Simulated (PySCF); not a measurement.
Dipole moment and polarisability of `C#CC(=O)OCC=C`

Species: C₆H₆O₂.
Geometry (GFN2-xTB, Å), atoms numbered from 1 in this order:
```xyz
14
C6H6O2 angstrom
C      3.6509   -0.2610    1.0917
C      2.5558    0.0160    0.6882
C      1.2404    0.4193    0.2444
O      0.6809    1.4170    0.6156
O      0.7565   -0.4593   -0.6387
C     -0.5532   -0.1920   -1.1482
C     -1.6097   -0.6722   -0.1989
C     -2.5765    0.0925    0.2693
H      4.6097   -0.5173    1.4373
H     -0.6605    0.8824   -1.3293
H     -0.6005   -0.7412   -2.0931
H     -1.5105   -1.7068    0.1013
H     -3.3170   -0.2854    0.9531
H     -2.6668    1.1277   -0.0149
```

Level: PBE0/def2-SVPD (PySCF), static field, nuclei fixed, core orbitals frozen in the response. The polarisability tensor in these axes (au):

```
x   104.35  -9.20   7.37
y    -9.20  64.80   3.03
z     7.37   3.03  62.94
```

Task: Give the principal values, the mean and the anisotropy Δα = √{½[(α1 − α2)² + (α2 − α3)² + (α1 − α3)²]}.

Result: Principal values 57.84, 66.89 and 107.36 au; mean 77.36 au = 11.46 Å³ = 12.76 × 10⁻⁴⁰ C²·m²/J; Δα = 45.67 au (59 % of the mean).

Task: What is the dipole moment, and where does it point?

Result: (0.04, -1.58, -0.76) D, 1.75 D in size, pointing from the negative to the positive side. Measured along this direction, the outermost atoms are O4 at the negative end and H11 and H12 at the positive end.

Task: Traceless (Buckingham) quadrupole moment about the centre of nuclear charge: eigenvalues?

Result: -11.27, -2.41, 13.68 D·Å. The values depend on the origin, since the dipole doesn't vanish. The electronic extent ⟨r²⟩ about the same centre is 1128 bohr², a root-mean-square distance of 2.33 Å for the 58 electrons.

Task: Give the principal axes and the span of the nuclei along them.

Result: Largest value along (0.97, -0.20, 0.15), where the nuclei span 7.80 Å; middle along (0.05, 0.74, 0.67), 3.48 Å; least along (-0.24, -0.64, 0.73), 3.06 Å. The response follows the extents in order.

Task: Molar refractivity from α?

Result: Lorentz–Lorenz: R = (4π/3)N_A α = 2.5225 cm³/(mol·Å³) × 11.46 Å³ = 28.9 cm³/mol, in the limit of long wavelengths.

Task: Find the Langevin capture rate constant for NO+ (29.998 u) meeting this molecule (110.037 u), k = 2.342 × 10⁻⁹ cm³/s × √(α in Å³ / reduced mass in u).

Result: The reduced mass is 23.57 u, so k = 1.63 × 10⁻⁹ cm³/s. The formula leaves out the permanent dipole, which adds to the capture rate.

Task: Refractivity n − 1 of an ideal gas of it at 350 K and 1 atm, from the electronic α?

Result: N = p/kT = 2.0968 × 10¹⁹ cm⁻³, so n − 1 = 2π × N × 11.46 × 10⁻²⁴ cm³ = 1510 × 10⁻⁶ at long wavelengths, for an ideal gas.

The structure is a single GFN2-xTB conformer in the gas phase; no vibrational or solvent corrections.
